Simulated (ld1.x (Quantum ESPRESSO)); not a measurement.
PBEsol ultrasoft dataset for Pt, scalar-relativistic all-electron reference.

- Element: Pt
- Generator: ld1.x (Quantum ESPRESSO) 7.5
- Type: ultrasoft
- Functional: PBEsol
- Relativity: scalar-relativistic
- Frozen core: [Kr] 4d10 4f14
- Valence charge: 18
- Reference configuration: 5s2 5p6 5d9 6s0 6p0 (charge +1)
- Partial waves: 5s (bound): rcut 1.35, rcutus 1.60 bohr; 6s (bound, empty): rcut 1.35, rcutus 1.60 bohr; 5p (bound): rcut 1.65, rcutus 1.95 bohr; 6p (bound, empty): rcut 1.65, rcutus 1.95 bohr; 5d (bound): rcut 1.15, rcutus 1.60 bohr; 5d channel at 1.7 Ry: rcut 1.15, rcutus 1.60 bohr
- Local potential: all-electron potential smoothed inside 1.35 bohr (lloc = -2)
- Core correction: none
- Augmentation charge: PSQ, inside the norm-conserving radii

Poles of the logarithmic derivatives, all-electron (AE) and pseudo (PS). s: poles at -8.0, 3.8 (AE) and -8.0, 3.7 (PS) Ry. p: poles at -4.5 (AE) and -4.5 (PS) Ry. d: poles at -0.1 (AE) and -0.1 (PS) Ry. Test radius 2.14 bohr.

* Configuration tests: test run stopped at test 1 of 7 (negative rho)
* Lowest eigenvalue of the overlap operator: -0.07 (p channel); it is negative, so in a basis up to 400 Ry S is not positive definite and the file is unfit for use
* Density cutoff estimated by the generator: 281 Ry

The ghost test of this file was not conclusive. Its overlap operator is not positive definite in a basis up to 400 Ry (lowest eigenvalue p -0.07), so the file is unfit for use: the generalised eigenproblem breaks down once the basis is large enough, and its test numbers describe a broken file.
